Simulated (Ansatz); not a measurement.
Consider the substitution at a C–Si bond: `C[SiH]1C=C1` + `O[SiH](F)O[SiH2]F` → `CO[SiH](F)O[SiH2]F` + `C1=C[SiH2]1`.

Isolated molecules relaxed with PBE0-D4/def2-TZVP in Ansatz; ΔE leaves out vibrations. CBS: MP2 limit from def2 TZ/QZ plus the TZ coupled-cluster correction, frozen cores. DFT in def2-TZVPP. Each species was taken in one conformer, which may not be the lowest.

```csv
level,ΔE (eV)
PBE0-D4,1.05
ωB97M-V,1.04
```

(1) What does CCSD(T)/CBS give? (An estimate is asked.)

Largest T1 diagnostic among the species: 0.013.

## Answers

(1) The calculation gave: +1.06 eV. The listed levels differ from it by -0.01, -0.02 eV.

In def2-TZVPP, CCSD(T) changes the Hartree–Fock value by +0.11 eV (the triples alone add +0.01 eV) and MP2 by +0.20 eV.
